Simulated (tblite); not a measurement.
Species: C5H11B.
Cartesian coordinates in Å at the GFN2-xTB level; atoms count from 1:
```xyz
17
C5H11B angstrom
C      2.1676   -0.1315    0.1123
C      0.7499    0.1050   -0.4075
B     -0.0604    1.3548    0.1215
C     -1.5412    0.8718    0.3374
C     -1.6014   -0.5266   -0.3002
C     -0.1884   -1.0900   -0.1497
H      2.5983   -1.0298   -0.3279
H      2.8088    0.7126   -0.1300
H      2.1588   -0.2540    1.1935
H      0.8197    0.2363   -1.4978
H      0.3627    2.4242    0.3199
H     -2.3339    1.5241   -0.0302
H     -1.7088    0.7819    1.4160
H     -1.8427   -0.4291   -1.3609
H     -2.3541   -1.1693    0.1579
H     -0.0407   -1.4426    0.8737
H     -0.0014   -1.9258   -0.8253
```

Computed values, GFN2-xTB/tblite, gas phase, harmonic and unscaled. Against measured fundamentals such values can be off by several per cent, at times by over 20. Modes of hydrogen on boron can be 10 to 20 % off. One conformer, not necessarily the lowest.

Harmonic wavenumbers (cm⁻¹): 117.8, 201.2, 218.9, 284.6, 369.3, 501.3, 520.2, 622.7, 767.7, 813.3, 857.5, 875.6, 937.7, 940.0, 975.2, 987.7, 1033.3, 1076.5, 1081.9, 1148.0, 1153.3, 1188.3, 1201.4, 1257.0, 1266.6, 1272.5, 1319.1, 1324.7, 1410.1, 1450.6, 1495.8, 1503.3, 1507.0, 1510.7, 2671.4, 2870.7, 2934.7, 2960.5, 2975.0, 2982.9, 2989.2, 2994.5, 3010.7, 3027.6, 3036.7.

A = 6450, B = 2924, C = 2222 MHz; mass 82.095 u (most abundant isotopes); point group C1, symmetry number 1.

Problem. Zero-point energy?

Solution. Half the sum of the wavenumbers: 32822 cm⁻¹ = 392.64 kJ/mol.

Problem. What is S at 298.15 K and 1 bar for an ideal gas of classical rigid rotors and harmonic oscillators?

Solution. Translation 163.83, rotation 110.63, vibration 55.69: S = 330.1 J/(mol K).

Problem. And Cp and H(298.15 K) − H(0)?

Solution. Cp = 114.76 J/(mol K), of which vibrations give 81.50 (their classical limit is 45 R = 374.2); H(298.15 K) − H(0) = 20.06 kJ/mol without the zero-point energy, 10.14 from vibrations.

Problem. How do the functions run with temperature in this model?

Solution. 
```
T (K)  S (J/(mol K))  Cp (J/(mol K))  H − H(0) (kJ/mol)  G − H(0) (kJ/mol)  ln q(vib)
  150          271.2            65.6               6.94             -33.74       0.79
  250          311.6            96.7              14.97             -62.92       1.97
  400          369.4           153.8              33.75            -114.00       4.09
  600          444.4           216.9              71.18            -195.45       7.37
  900          545.0           278.7             146.28            -344.26      12.58
```

q(vib) and H(0) count from the zero-point level.

Problem. What must be added to the electronic energy to get the Gibbs energy at 298.15 K and 1 bar?

Solution. ZPE + [H(298.15 K) − H(0)] − T·S = 392.64 + 20.06 − 98.43 = 314.27 kJ/mol.

Hindered rotation and anharmonicity are outside this model. Other conformers, if any are populated, would add a mixing term that is left out. The structure is chiral; the term R ln 2 for an equal mix with its mirror image is left out.

The run took 0.68 s of wall time on one thread of an Arm Neoverse N1, no GPU, shared host. The figure is for the frequency step alone.
